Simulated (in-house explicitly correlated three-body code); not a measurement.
Computed with an exponentially correlated three-body code. Model: two electrons around a point charge, non-relativistic, variational in 260 exponentially correlated functions (energies converged to about 1e-7 hartree, or 1e-8 relative for large Z).

Command:
```bash
python run_hyl.py task.json out
```
Settings (lengths in bohr, energies in hartree):
```
Z                      6
nuclear_mass           1000
interaction_strength   1
functions              260
states_tried           13
```

Time taken, with all properties: 28 s on 1 thread of Intel(R) Xeon(R) Platinum 8375C CPU @ 2.90GHz (Ice Lake), with other jobs on the host.

**Those bound S and P states to n = 4 that converged, binding against the one-electron ion.**

Given: nuclear charge 6; mass of the centre 1000 electron masses.

Computed: one-electron threshold -17.982018 hartree.

| term | energy (hartree) | binding (eV) |
| --- | --- | --- |
| 1 1S | -32.3731949 | 391.6 |
| 2 3S | -21.399308 | 92.989 |
| 2 3P | -21.2024894 | 87.633 |
| 2 1S | -21.2007617 | 87.586 |
| 2 1P | -21.0704249 | 84.04 |
| 3 3S | ? | ? |
| 3 1S | -19.3983935 | 38.542 |
| 3 3P | ? | ? |
| 3 1P | -19.3606778 | 37.515 |
| 4 3S | -18.7959448 | 22.148 |
| 4 1S | -18.7746912 | 21.57 |
| 4 3P | -18.7742755 | 21.558 |
| 4 1P | -18.7589289 | 21.141 |

(1) What belongs in the row 3 3S?

(2) What belongs in the row 3 3P?

**Converged states only, values per electron or pair.**

```json
{"term": "1 1S", "mean r (bohr)": "0.26707", "mean r squared (bohr²)": "0.095935", "mean inverse r (1/bohr)": "5.6819", "mean r12 (bohr)": "0.39564", "mean inverse r12 (1/bohr)": "3.436", "mean cosine": "-0.021684", "mean p1 dot p2 (bohr⁻²)": "0.67171", "delta r1 (bohr⁻³)": "61.259", "delta r12 (bohr⁻³)": "6.1261"}
{"term": "2 3S", "mean r (bohr)": "0.67774", "mean r squared (bohr²)": "0.75302", "mean inverse r (1/bohr)": "3.6523", "mean r12 (bohr)": "1.1458", "mean inverse r12 (1/bohr)": "1.0289", "mean cosine": "-0.0069776", "mean p1 dot p2 (bohr⁻²)": "0.047641", "delta r1 (bohr⁻³)": "37.413", "delta r12 (bohr⁻³)": "-"}
{"term": "2 3P", "mean r (bohr)": "0.60757", "mean r squared (bohr²)": "0.60164", "mean inverse r (1/bohr)": "3.6336", "mean r12 (bohr)": "1.0205", "mean inverse r12 (1/bohr)": "1.1984", "mean cosine": "-0.068387", "mean p1 dot p2 (bohr⁻²)": "-1.9832", "delta r1 (bohr⁻³)": "33.9", "delta r12 (bohr⁻³)": "-"}
{"term": "2 1S", "mean r (bohr)": "0.70829", "mean r squared (bohr²)": "0.83499", "mean inverse r (1/bohr)": "3.6306", "mean r12 (bohr)": "1.1957", "mean inverse r12 (1/bohr)": "1.1655", "mean cosine": "-0.010193", "mean p1 dot p2 (bohr⁻²)": "0.051895", "delta r1 (bohr⁻³)": "37.131", "delta r12 (bohr⁻³)": "0.98254"}
{"term": "2 1P", "mean r (bohr)": "?", "mean r squared (bohr²)": "?", "mean inverse r (1/bohr)": "?", "mean r12 (bohr)": "?", "mean inverse r12 (1/bohr)": "?", "mean cosine": "?", "mean p1 dot p2 (bohr⁻²)": "?", "delta r1 (bohr⁻³)": "?", "delta r12 (bohr⁻³)": "?"}
{"term": "3 3S", "mean r (bohr)": "1.404", "mean r squared (bohr²)": "3.755", "mean inverse r (1/bohr)": "3.2832", "mean r12 (bohr)": "2.5746", "mean inverse r12 (1/bohr)": "0.49594", "mean cosine": "-0.0022434", "mean p1 dot p2 (bohr⁻²)": "0.012712", "delta r1 (bohr⁻³)": "35.165", "delta r12 (bohr⁻³)": "-"}
{"term": "3 1S", "mean r (bohr)": "?", "mean r squared (bohr²)": "?", "mean inverse r (1/bohr)": "?", "mean r12 (bohr)": "?", "mean inverse r12 (1/bohr)": "?", "mean cosine": "?", "mean p1 dot p2 (bohr⁻²)": "?", "delta r1 (bohr⁻³)": "?", "delta r12 (bohr⁻³)": "?"}
{"term": "3 3P", "mean r (bohr)": "1.3498", "mean r squared (bohr²)": "3.4988", "mean inverse r (1/bohr)": "3.2779", "mean r12 (bohr)": "2.4696", "mean inverse r12 (1/bohr)": "0.53965", "mean cosine": "-0.016948", "mean p1 dot p2 (bohr⁻²)": "-0.47303", "delta r1 (bohr⁻³)": "34.181", "delta r12 (bohr⁻³)": "-"}
{"term": "3 1P", "mean r (bohr)": "1.3844", "mean r squared (bohr²)": "3.6959", "mean inverse r (1/bohr)": "3.2733", "mean r12 (bohr)": "2.5312", "mean inverse r12 (1/bohr)": "0.55831", "mean cosine": "0.0097169", "mean p1 dot p2 (bohr⁻²)": "0.48107", "delta r1 (bohr⁻³)": "34.287", "delta r12 (bohr⁻³)": "0.076224"}
{"term": "4 3S", "mean r (bohr)": "2.4305", "mean r squared (bohr²)": "11.998", "mean inverse r (1/bohr)": "3.1567", "mean r12 (bohr)": "4.62", "mean inverse r12 (1/bohr)": "0.28823", "mean cosine": "-0.00095255", "mean p1 dot p2 (bohr⁻²)": "0.0048677", "delta r1 (bohr⁻³)": "34.642", "delta r12 (bohr⁻³)": "-"}
{"term": "4 1S", "mean r (bohr)": "2.4904", "mean r squared (bohr²)": "12.632", "mean inverse r (1/bohr)": "3.1543", "mean r12 (bohr)": "4.7387", "mean inverse r12 (1/bohr)": "0.30276", "mean cosine": "-0.0013751", "mean p1 dot p2 (bohr⁻²)": "0.0061402", "delta r1 (bohr⁻³)": "34.623", "delta r12 (bohr⁻³)": "0.12035"}
{"term": "4 3P", "mean r (bohr)": "2.392", "mean r squared (bohr²)": "11.701", "mean inverse r (1/bohr)": "3.1545", "mean r12 (bohr)": "4.5444", "mean inverse r12 (1/bohr)": "0.3057", "mean cosine": "-0.0067224", "mean p1 dot p2 (bohr⁻²)": "-0.18553", "delta r1 (bohr⁻³)": "34.237", "delta r12 (bohr⁻³)": "-"}
{"term": "4 1P", "mean r (bohr)": "2.4378", "mean r squared (bohr²)": "12.176", "mean inverse r (1/bohr)": "3.1526", "mean r12 (bohr)": "4.633", "mean inverse r12 (1/bohr)": "0.31369", "mean cosine": "0.0038729", "mean p1 dot p2 (bohr⁻²)": "0.19423", "delta r1 (bohr⁻³)": "34.278", "delta r12 (bohr⁻³)": "0.033211"}
```

(3) What belongs in the row 2 1P?

(4) What belongs in the row 3 1S?

## Answers

(1) energy (hartree): -19.4509385; binding (eV): 39.971.

(2) energy (hartree): -19.3978096; binding (eV): 38.526.

(3) mean r (bohr): 0.63179; mean r squared (bohr²): 0.65745; mean inverse r (1/bohr): 3.6164; mean r12 (bohr): 1.036; mean inverse r12 (1/bohr): 1.2565; mean cosine: 0.038602; mean p1 dot p2 (bohr⁻²): 1.8312; delta r1 (bohr⁻³): 34.355; delta r12 (bohr⁻³): 0.23132.

(4) mean r (bohr): 1.4489; mean r squared (bohr²): 4.0236; mean inverse r (1/bohr): 3.2774; mean r12 (bohr): 2.6617; mean inverse r12 (1/bohr): 0.5321; mean cosine: -0.0032241; mean p1 dot p2 (bohr⁻²): 0.015235; delta r1 (bohr⁻³): 35.106; delta r12 (bohr⁻³): 0.2876.
